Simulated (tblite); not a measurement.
Compound: C₅H₁₀BNO.
SMILES with atom numbers: `[CH:1]#[C:2][B@H-:3]([NH2+:4][CH3:5])[O:6][CH:7]=[CH2:8]` (hydrogens: H9 on C1; H10 on B3; H11, H12 on N4; H13, H14, H15 on C5; H16 on C7; H17, H18 on C8)
Bond orders are those of one Lewis drawing.

Computed with GFN2-xTB (tblite), gas phase: L-BFGS steps from a force-field or distance-geometry start until the largest atomic force falls under 0.01 eV/Å.

Step 134: E = -651.6652 eV
```
atom  x, y, z in Å  |  force x, y, z in eV/Å
C1      0.7462   -2.1065    1.0347   -0.007   0.005  -0.019
C2      0.3780   -1.0460    0.6067    0.024  -0.044  -0.022
B3     -0.0883    0.3076   -0.0028    0.027   0.002   0.021
N4     -1.4907   -0.0480   -0.8182   -0.040  -0.033   0.018
C5     -2.7077   -0.1963   -0.0271    0.013   0.058   0.013
O6      0.6937    0.8001   -1.1598    0.026  -0.019  -0.013
C7      2.0024    1.0579   -1.1140   -0.011   0.007  -0.018
C8      2.8453    0.8979   -0.1037   -0.019  -0.008   0.005
H9      1.0769   -3.0300    1.4163   -0.002   0.006   0.027
H10    -0.3444    1.1540    0.8003   -0.008   0.029   0.006
H11    -1.5678    0.7034   -1.4995   -0.015  -0.001  -0.018
H12    -1.2814   -0.9080   -1.3204    0.003   0.031  -0.016
H13    -3.5541   -0.5071   -0.6428    0.013  -0.019   0.028
H14    -2.5327   -0.9327    0.7565    0.000   0.000  -0.056
H15    -2.9455    0.7544    0.4472    0.022  -0.019   0.008
H16     2.3553    1.4528   -2.0650   -0.033  -0.002  -0.014
H17     3.8824    1.1541   -0.2196   -0.011  -0.015   0.034
H18     2.5234    0.4986    0.8404    0.016   0.022   0.017
```

Step 135: E = -651.6658 eV
```
atom  x, y, z in Å  |  force x, y, z in eV/Å
C1      0.7401   -2.0978    1.0404   -0.006  -0.003  -0.017
C2      0.3740   -1.0389    0.6066    0.033  -0.042  -0.018
B3     -0.0894    0.3153   -0.0031    0.013   0.006   0.001
N4     -1.4918   -0.0407   -0.8209   -0.024   0.014  -0.037
C5     -2.7045   -0.2056   -0.0266    0.029   0.025   0.011
O6      0.6926    0.8105   -1.1593    0.054  -0.020   0.001
C7      2.0041    1.0582   -1.1159   -0.015  -0.010   0.008
C8      2.8471    0.8907   -0.1063   -0.010   0.001  -0.022
H9      1.0681   -3.0205    1.4267   -0.004   0.011   0.022
H10    -0.3484    1.1599    0.8010   -0.005   0.031   0.003
H11    -1.5766    0.7186   -1.4956   -0.009  -0.065   0.039
H12    -1.2748   -0.8938   -1.3332   -0.017   0.054   0.004
H13    -3.5495   -0.5220   -0.6404   -0.004  -0.008   0.014
H14    -2.5209   -0.9465    0.7509    0.012   0.002  -0.055
H15    -2.9481    0.7387    0.4562    0.014  -0.004   0.007
H16     2.3586    1.4493   -2.0677   -0.033   0.004  -0.015
H17     3.8874    1.1369   -0.2212   -0.035  -0.015   0.024
H18     2.5232    0.4938    0.8377    0.006   0.018   0.028
```

Step 136: E = -651.6665 eV
```
atom  x, y, z in Å  |  force x, y, z in eV/Å
C1      0.7317   -2.0874    1.0468    0.008  -0.033  -0.006
C2      0.3697   -1.0298    0.6073    0.018   0.003  -0.029
B3     -0.0900    0.3255   -0.0038   -0.003   0.003  -0.013
N4     -1.4935   -0.0308   -0.8239    0.001   0.002  -0.021
C5     -2.7009   -0.2164   -0.0260    0.039   0.008   0.021
O6      0.6941    0.8187   -1.1598    0.003  -0.028   0.013
C7      2.0064    1.0573   -1.1179    0.018  -0.018   0.034
C8      2.8488    0.8822   -0.1089   -0.025  -0.004  -0.025
H9      1.0582   -3.0091    1.4365   -0.006   0.009   0.022
H10    -0.3518    1.1706    0.7995    0.004   0.024  -0.005
H11    -1.5867    0.7330   -1.4917   -0.017  -0.044   0.039
H12    -1.2677   -0.8757   -1.3458   -0.027   0.045   0.011
H13    -3.5452   -0.5382   -0.6375   -0.013   0.005  -0.002
H14    -2.5059   -0.9640    0.7425    0.022   0.008  -0.052
H15    -2.9526    0.7193    0.4692    0.014  -0.004  -0.005
H16     2.3620    1.4458   -2.0701   -0.022   0.011  -0.020
H17     3.8907    1.1188   -0.2221   -0.007  -0.001   0.008
H18     2.5239    0.4864    0.8350   -0.009   0.017   0.030
```

Q: Estimate the geometry and energy of step 137. (The exact step hangs on the optimiser's Hessian estimate; all steps are aligned on step 136, rigid shifts and turns removed.)

A: E = -651.6675 eV, largest force 0.065 eV/Å
```
atom  x, y, z in Å  |  force x, y, z in eV/Å
C1      0.7265   -2.0746    1.0525    0.023  -0.061   0.004
C2      0.3680   -1.0200    0.6037   -0.005   0.038  -0.022
B3     -0.0913    0.3367   -0.0048   -0.016   0.000  -0.027
N4     -1.4966   -0.0186   -0.8268    0.049   0.012  -0.013
C5     -2.6965   -0.2282   -0.0262    0.032  -0.021   0.034
O6      0.6933    0.8298   -1.1598    0.022  -0.016   0.006
C7      2.0090    1.0531   -1.1207   -0.028  -0.019   0.011
C8      2.8477    0.8725   -0.1104    0.008  -0.009   0.014
H9      1.0535   -2.9937    1.4480   -0.009   0.008   0.017
H10    -0.3550    1.1801    0.8005    0.009   0.016  -0.015
H11    -1.6005    0.7504   -1.4859   -0.019  -0.010   0.032
H12    -1.2615   -0.8529   -1.3599   -0.027   0.008  -0.001
H13    -3.5414   -0.5506   -0.6356   -0.025   0.008  -0.016
H14    -2.4879   -0.9855    0.7283    0.023  -0.011  -0.031
H15    -2.9541    0.6948    0.4873    0.005   0.028  -0.001
H16     2.3685    1.4324   -2.0751   -0.023   0.009  -0.016
H17     3.8934    1.0932   -0.2213   -0.010   0.005  -0.002
H18     2.5160    0.4872    0.8355   -0.009   0.015   0.027
```

The energy changes by -0.0010 eV. The first-order estimate −F·Δx gives -0.0014 eV and the mean of the old and new forces, exact on a quadratic surface, -0.0010 eV. The step makes an angle of 83° with the force vector and moves no atom by more than 0.031 Å.

The cost below is that of the whole relaxation. Hardware: one thread, Arm Neoverse V2 (aarch64), shared host with 192 logical CPUs at a one-minute load of 67. Cost: 1.0 s of wall time.
